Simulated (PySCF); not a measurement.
Radial density of Sn²⁺ (tin, charge +2)

TPSS, [Kr] 4d10 5s2, closed-shell 1S. Computed with PySCF 2.14 in def2-TZVP with the def2 core potential (28 electrons), with a scalar-relativistic core potential. This is the valence pseudo-density: the core potential removes the inner electrons and smooths the orbitals near the nucleus.

| r (bohr) | 4πr²ρ (e/bohr) |
| --- | --- |
| 0.00403 | 1.087e-05 |
| 0.00678 | 2.961e-05 |
| 0.0114 | 7.550e-05 |
| 0.0192 | 0.0001652 |
| 0.0323 | 0.0002876 |
| 0.0543 | 0.0005272 |
| 0.0913 | 0.001936 |
| 0.154 | 0.01922 |
| 0.258 | 0.3121 |
| 0.434 | 5.249 |
| 0.731 | 22.22 |
| 1.23 | 11.66 |
| 2.07 | 2.262 |
| 3.48 | 0.2437 |
| 5.85 | 0.002436 |

Energies and moments cover only the electrons outside the core potential.
